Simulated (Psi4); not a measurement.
C$_{2}$H$_{8}$N, charge +1, singlet, at a GFN2-xTB geometry; CCSD(T)/STO-3G (Psi4).

Here is a job for Psi4.
```
memory 2 GB

molecule {
1 1
C     1.24236279   -0.39750113   -0.00322907
C     0.10487807    0.60216964    0.01031472
N    -1.20786753   -0.12281767   -0.00534211
H     2.18965049    0.13332978    0.00819683
H     1.21540996   -1.04156893    0.87213189
H     1.22024591   -1.01206128   -0.89968502
H     0.14835877    1.25030737   -0.86574484
H     0.14351839    1.22077270    0.90769459
H    -1.27417674   -0.73835213    0.81691315
H    -1.26963260   -0.71062506   -0.84798726
H    -2.00174661    0.52991014    0.00336156
}

set {
  basis sto-3g
  freeze_core true
  mp2_type conv
  scf_type pk
  puream true
  d_convergence 1e-8
}

energy('ccsd(t)')
print_variables()
```

Task: Write the output that Psi4 gives for this input, abridged.

Result: 
```
   => Loading Basis Set <=

    Name: STO-3G
    Role: ORBITAL
    Keyword: BASIS

         ---------------------------------------------------------
                                   SCF
               by Justin Turney, Rob Parrish, Andy Simmonett
                          and Daniel G. A. Smith
                              RHF Reference
         ---------------------------------------------------------

  ==> Geometry <==

    Molecular point group: c1
    Full point group: C1

    Geometry (in Angstrom), charge = 1, multiplicity = 1:

       Center              X                  Y                   Z               Mass
    ------------   -----------------  -----------------  -----------------  -----------------
         C            1.250447606480    -0.405425206504    -0.003338971381    12.000000000000
         C            0.112962886480     0.594245563496     0.010204818619    12.000000000000
         N           -1.199782713520    -0.130741746504    -0.005452011381    14.003074004430
         H            2.197735306480     0.125405703496     0.008086928619     1.007825032230
         H            1.223494776480    -1.049493006504     0.872021988619     1.007825032230
         H            1.228330726480    -1.019985356504    -0.899794921381     1.007825032230
         H            0.156443586480     1.242383293496    -0.865854741381     1.007825032230
         H            0.151603206480     1.212848623496     0.907584688619     1.007825032230
         H           -1.266091923520    -0.746276206504     0.816803248619     1.007825032230
         H           -1.261547783520    -0.718549136504    -0.848097161381     1.007825032230
         H           -1.993661793520     0.521986063496     0.003251658619     1.007825032230

  Running in c1 symmetry.

  Rotational constants: A =      0.98185  B =      0.28464  C =      0.25062 [cm^-1]
  Rotational constants: A =  29435.16858  B =   8533.22328  C =   7513.33083 [MHz]
  Nuclear repulsion =   90.386234818757700

  Charge       = 1
  Multiplicity = 1
  Electrons    = 26
  Nalpha       = 13
  Nbeta        = 13

  ==> Algorithm <==

  SCF Algorithm Type is PK.
  DIIS enabled.
  MOM disabled.
  Fractional occupation disabled.
  Guess Type is SAD.
  Energy threshold   = 1.00e-08
  Density threshold  = 1.00e-08
  Integral threshold = 1.00e-12

  ==> Primary Basis <==

  Basis Set: STO-3G
    Blend: STO-3G
    Number of shells: 17
    Number of basis functions: 23
    Number of Cartesian functions: 23
    Spherical Harmonics?: true
    Max angular momentum: 1

  ==> Integral Setup <==

  Using in-core PK algorithm.
   Calculation information:
      Number of atoms:                  11
      Number of AO shells:              17
      Number of primitives:             51
      Number of atomic orbitals:        23
      Number of basis functions:        23

      Integral cutoff                 1.00e-12
      Number of threads:                 1

  Performing in-core PK
  Using 76452 doubles for integral storage.
  We computed 11623 shell quartets total.
  Whereas there are 11781 unique shell quartets.

  ==> DiskJK: Disk-Based J/K Matrices <==

    J tasked:                  Yes
    K tasked:                  Yes
    wK tasked:                  No
    Schwarz Cutoff:          1E-12

  Minimum eigenvalue in the overlap matrix is 2.0606334550E-01.
  Reciprocal condition number of the overlap matrix is 8.0469058336E-02.
    Using symmetric orthogonalization.

  ==> Pre-Iterations <==

  SCF Guess: Superposition of Atomic Densities via on-the-fly atomic UHF (no occupation information).

   -------------------------
    Irrep   Nso     Nmo
   -------------------------
     A         23      23
   -------------------------
    Total      23      23
   -------------------------

  ==> Iterations <==

                        Total Energy        Delta E     RMS |[F,P]|

   @RHF iter SAD:  -130.49175726251946   -1.30492e+02   0.00000e+00
   @RHF iter   1:  -133.00344884217543   -2.51169e+00   1.12624e-02 ADIIS/DIIS
   @RHF iter   2:  -133.04385876091649   -4.04099e-02   2.77152e-03 ADIIS/DIIS
   @RHF iter   3:  -133.04657056269016   -2.71180e-03   6.18203e-04 ADIIS/DIIS
   @RHF iter   4:  -133.04678401730214   -2.13455e-04   1.18363e-04 ADIIS/DIIS
   @RHF iter   5:  -133.04679157941894   -7.56212e-06   2.58091e-05 DIIS
   @RHF iter   6:  -133.04679197229748   -3.92879e-07   2.31038e-06 DIIS
   @RHF iter   7:  -133.04679197478885   -2.49136e-09   3.10502e-07 DIIS
   @RHF iter   8:  -133.04679197483071   -4.18652e-11   5.25193e-08 DIIS
   @RHF iter   9:  -133.04679197483213   -1.42109e-12   9.04822e-09 DIIS
  Energy and wave function converged.

  ==> Post-Iterations <==

    Orbital Energies [Eh]
    ---------------------

    Doubly Occupied:

[...]
      13A     -0.681290

    Virtual:

[...]
      23A      0.580909

    Final Occupation by Irrep:
              A
    DOCC [    13 ]
    NA   [    13 ]
    NB   [    13 ]

  @RHF Final Energy:  -133.04679197483213

   => Energetics <=

    Nuclear Repulsion Energy =             90.3862348187576998
    One-Electron Energy =                -351.0625213470332255
    Two-Electron Energy =                 127.6294945534433793
    Total Energy =                       -133.0467919748321322

Computation Completed

Properties will be evaluated at   0.000000,   0.000000,   0.000000 [a0]

Properties computed using the SCF density matrix

 Multipole Moments:

 ------------------------------------------------------------------------------------
     Multipole            Electronic (a.u.)      Nuclear  (a.u.)        Total (a.u.)
 ------------------------------------------------------------------------------------

 L = 1.  Multiply by 2.5417464519 to convert [e a0] to [Debye]
 Dipole X            :         -2.1459816            0.4125084           -1.7334731
 Dipole Y            :          0.2548140           -0.4043071           -0.1494932
[...]
	Total:                                     0.010 (MW) /      0.080 (MB)

	Size of irrep 0 of tijab amplitudes:       0.010 (MW) /      0.080 (MB)
	Total:                                     0.010 (MW) /      0.080 (MB)

	Nuclear Rep. energy          =     90.38623481875770
	SCF energy                   =   -133.04679197483213
	One-electron energy          =   -142.29493549527299
	Two-electron energy          =     61.65222042342723
	Reference energy             =   -133.04679197483233

            **************************
            *                        *
            *        CCENERGY        *
            *                        *
            **************************

    Nuclear Rep. energy (wfn)     =   90.386234818757700
    SCF energy          (wfn)     = -133.046791974832132
    Reference energy    (file100) = -133.046791974832331

    Input parameters:
    -----------------
    Wave function   =     CCSD_T
    Reference wfn   =     RHF
    Brueckner       =     No
    Maxiter         =     50
    R_Convergence   =     1.0e-07
    E_Convergence   =     1.0e-06
    Restart         =     Yes
    DIIS            =     Yes
    AO Basis        =     NONE
    ABCD            =     NEW
    Cache Level     =     2
    Cache Type      =     LOW
    Print Level     =     1
    Num. of threads =     1
    # Amps to Print =     10
    Print MP2 Amps? =     No
    Analyze T2 Amps =     No
    Print Pair Ener =     No
    Local CC        =     No
    SCS-MP2         =     False
    SCSN-MP2        =     False
    SCS-CCSD        =     False

MP2 correlation energy -0.1622969271569032
                Solving CC Amplitude Equations
                ------------------------------
  Iter             Energy              RMS        T1Diag      D1Diag    New D1Diag    D2Diag
  ----     ---------------------    ---------   ----------  ----------  ----------   --------
     0        -0.162296927156903    0.000e+00    0.000000    0.000000    0.000000    0.086443
     1        -0.197101929960579    6.397e-02    0.002666    0.008569    0.008569    0.105364
     2        -0.213127983758616    2.301e-02    0.003730    0.012158    0.012158    0.115852
     3        -0.213902283048733    3.207e-03    0.003734    0.012301    0.012301    0.116937
     4        -0.214004357428412    8.971e-04    0.003726    0.012311    0.012311    0.117181
     5        -0.214004580434931    2.249e-04    0.003727    0.012328    0.012328    0.117209
     6        -0.214004157622715    3.937e-05    0.003728    0.012331    0.012331    0.117211
     7        -0.214004565738183    1.464e-05    0.003727    0.012331    0.012331    0.117211
     8        -0.214004638214804    4.149e-06    0.003727    0.012331    0.012331    0.117211
     9        -0.214004556952927    9.084e-07    0.003727    0.012331    0.012331    0.117211
    10        -0.214004547792273    2.155e-07    0.003727    0.012331    0.012331    0.117211
    11        -0.214004550733235    5.643e-08    0.003727    0.012331    0.012331    0.117211

    Iterations converged.

    Largest TIA Amplitudes:
              5   1         0.0078606759
              4   3        -0.0057298129
              0   0        -0.0053907973
              3   2        -0.0052397480
              2   1        -0.0048939405
              5   0        -0.0047734466
              1   1         0.0033392707
              6   2         0.0027256437
              7   5        -0.0026387709
              7   3         0.0024569224

    Largest TIjAb Amplitudes:
      4   4   3   3        -0.0600282433
      3   3   2   2        -0.0533743530
      9   9   8   8        -0.0403365713
      5   5   1   1        -0.0376291209
      7   7   5   5        -0.0359189724
      8   8   7   7        -0.0345452754
      7   7   6   6        -0.0344581820
      6   6   4   4        -0.0323967142
      9   9   4   4        -0.0309865403
      6   9   4   8        -0.0298474210

    SCF energy       (wfn)                    = -133.046791974832132
    Reference energy (file100)                = -133.046791974832331

    Opposite-spin MP2 correlation energy      =   -0.145744120229460
    Same-spin MP2 correlation energy          =   -0.016552806927444
    Singles MP2 correlation energy            =   -0.000000000000000
    MP2 correlation energy                    =   -0.162296927156903
      * MP2 total energy                      = -133.209088901989247

    Opposite-spin CCSD correlation energy     =   -0.200898081266843
    Same-spin CCSD correlation energy         =   -0.013106469466392
    Singles CCSD correlation energy           =    0.000000000000000
    CCSD correlation energy                   =   -0.214004550733235
      * CCSD total energy                     = -133.260796525565553

            **************************
            *                        *
            *        CCTRIPLES       *
            *                        *
            **************************

    Wave function   =    CCSD_T
    Reference wfn   =      RHF

    Nuclear Rep. energy (wfn)                =   90.386234818757700
    SCF energy          (wfn)                = -133.046791974832132
    Reference energy    (file100)            = -133.046791974832331
    CCSD energy         (file100)            =   -0.214004550733235
    Total CCSD energy   (file100)            = -133.260796525565553

    Number of ijk index combinations:              220
    Approx. words needed per explicit thread:            4000
    Number of threads for explicit ijk threading:    1

    MKL num_threads set to 1 for explicit threading.

    (T) energy                                =   -0.001140886086301
      * CCSD(T) total energy                  = -133.261937411651871

  Variable Map:
  ----------------------------------------------------------------------------
[...]
  Array Variable Map:
  ----------------------------------------------------------------------------
[...]
[...]
```
